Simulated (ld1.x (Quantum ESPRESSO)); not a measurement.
Before and after: PAW potential for molybdenum

```json
{
 "Element": "molybdenum",
 "Generator": "ld1.x (Quantum ESPRESSO) 7.5",
 "Type": "PAW",
 "Functional": "PBEsol",
 "Relativity": "scalar-relativistic",
 "Frozen core": "[Ar] 3d10",
 "Valence charge": "14",
 "Reference configuration": "4s2 4p6 4d5 5s1 5p0",
 "Partial waves": "4s (bound): rcut 1.50, rcutus 1.70 bohr; 5s (bound): rcut 1.50, rcutus 1.70 bohr; 4p (bound): rcut 1.80, rcutus 1.95 bohr; 5p (bound, empty): rcut 1.80, rcutus 1.95 bohr; 4d (bound): rcut 1.80, rcutus 2.30 bohr; 4d channel at 0.65 Ry: rcut 1.80, rcutus 2.30 bohr",
 "Local potential": "all-electron potential smoothed inside 2.00 bohr (lloc = -2)",
 "Core correction": "a·sin(br)/r model core, default radius (core density twice the valence density)",
 "Augmentation charge": "PSQ, inside the norm-conserving radii"
}
```

Change: all radii but the core radius scaled by about 1.38 (s 2.34, p 2.70, d 3.18 bohr, rcut 2.08/2.48/2.48); local potential all-electron potential smoothed inside 2.76 bohr (lloc = -2).

Cutoffs: the cutoffs (Ry, on a coarse ladder) from which the occupation-weighted sum of valence levels, in a spherical-Bessel basis at the reference potential, stays within 10 and 1 mRy of its value at 400 Ry; they do not see the model core or the augmentation charge, which bear on the density cutoff. Errors are all-electron minus pseudo energies relative to the spin-unpolarised reference configuration.

Task: What does the change do?

Result: The potential gets softer (25 Ry and 40 Ry → 18 Ry and 21 Ry); the number of tests that count goes from 7 to 0 (the test run of the changed file stopped, so its transferability is not established); neither file shows a bound ghost at the reference potential, the only one tested. A larger radius leaves more room for a smooth pseudo-wave, so fewer plane waves are needed.

| quantity | base | changed |
| --- | --- | --- |
| cutoff, loose | 25 Ry | 18 Ry |
| cutoff, tight | 40 Ry | 21 Ry |
| loose cutoff by channel (10 mRy a level) | s 18 Ry, p 18 Ry, d 15 Ry | s 18 Ry, p 10 Ry, d 8 Ry |
| bound ghosts | none | none |
| tests counted (converged, no solver errors) | 7 of 7 | 0 of 7 (the test run stopped) |
| lowest overlap eigenvalue by channel | s 0.11, p 0.11, d 0.93 | s 0.11, p 0.80, d 0.12 |

Changed file: Tests not counted: 4s2 4p6 4d5 5s0 5p0 (solver errors, printed error -1440 eV).
